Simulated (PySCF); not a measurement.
All of these have the formula C5H6OS. Theory: TDDFT CAM-B3LYP/def2-SVPD, vertical, gas phase, core orbitals frozen in the response (PySCF 2.14.0, density-fitted response routines). Geometries: GFN2-xTB; one conformer of each isolated species. Triplets are in the Tamm–Dancoff approximation.

A. `COC1=CSC=C1`
B. `CSC1=COC=C1`
C. `CSC1=CC=CO1`

Lowest singlet levels (six at most, fewer where fewer were computed) with oscillator strengths:

1. 5.22 eV (f 0.000); 5.67 eV (f 0.059); 5.87 eV (f 0.007); 6.10 eV (f 0.011); 6.44 eV (f 0.041); 6.71 eV (f 0.282); T1 3.90 eV
2. 5.48 eV (f 0.096); 5.68 eV (f 0.003); 6.12 eV (f 0.096); 6.26 eV (f 0.000); 6.37 eV (f 0.005); 6.59 eV (f 0.003); T1 3.85 eV
3. 4.89 eV (f 0.001); 5.42 eV (f 0.312); 5.57 eV (f 0.016); 6.02 eV (f 0.000); 6.41 eV (f 0.017); 6.61 eV (f 0.000); T1 3.67 eV

Question: Which spectrum belongs to which structure?

Answer: 1 = B, 2 = A, 3 = C.
- A: S1 at 5.48 eV, HOMO→LUMO (94%); Löwdin shares by element: HOMO carbon 38% or more, sulfur 23%, oxygen 20% (atoms not listed hold the other 20%); LUMO carbon 58% or more, sulfur 21% (atoms not listed hold the other 21%); HOMO -7.62 and LUMO 0.82 eV; point group Cs, 1 of its 6 listed states under f = 0.0005.
- B: S1 at 5.22 eV, HOMO→LUMO (71%); Löwdin shares by element: HOMO sulfur 42%, carbon 34% or more, oxygen 7% (atoms not listed hold the other 17%); LUMO sulfur 45%, hydrogen 16% or more, carbon 16% or more (atoms not listed hold the other 23%); HOMO -7.29 and LUMO 1.11 eV; point group Cs, 1 of its 6 listed states under f = 0.0005.
- C: S1 at 4.89 eV, HOMO→LUMO (75%); Löwdin shares by element: HOMO carbon 45% or more, sulfur 34% (atoms not listed hold the other 21%); LUMO sulfur 49%, carbon 15% or more, hydrogen 14% or more (atoms not listed hold the other 22%); HOMO -6.96 and LUMO 1.07 eV; point group Cs, 2 of its 6 listed states under f = 0.0005.
